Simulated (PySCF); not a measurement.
A structure optimised at PBE-D3(BJ)/def2-SVP, used in a PySCF frequency run:

```xyz
15

C     -0.6989     1.5071     1.4175
C     -0.4349     0.4889     0.5863
Si    -1.2542    -0.6085    -0.7158
N      0.4161    -1.1220    -0.7433
C      0.8963    -0.2576     0.3544
C      2.0833     0.6323    -0.0172
H      0.0767     1.9372     2.0773
H     -1.7021     1.9592     1.4808
H     -1.8112     0.0104    -1.9767
H     -2.2987    -1.5938    -0.2366
H      0.9762    -1.8933    -1.1017
H      1.1619    -0.8435     1.2717
H      2.3633     1.2943     0.8282
H      2.9720     0.0170    -0.2703
H      1.8334     1.2620    -0.8947
```

**Question.** Write its SMILES and formula.

**Answer.** C=C1[SiH2]N[C@H]1C, C4H9NSi

**Question.** What are its rotational constants (standard atomic weights)?

**Answer.** 3.7449, 2.8821, 1.7860 GHz
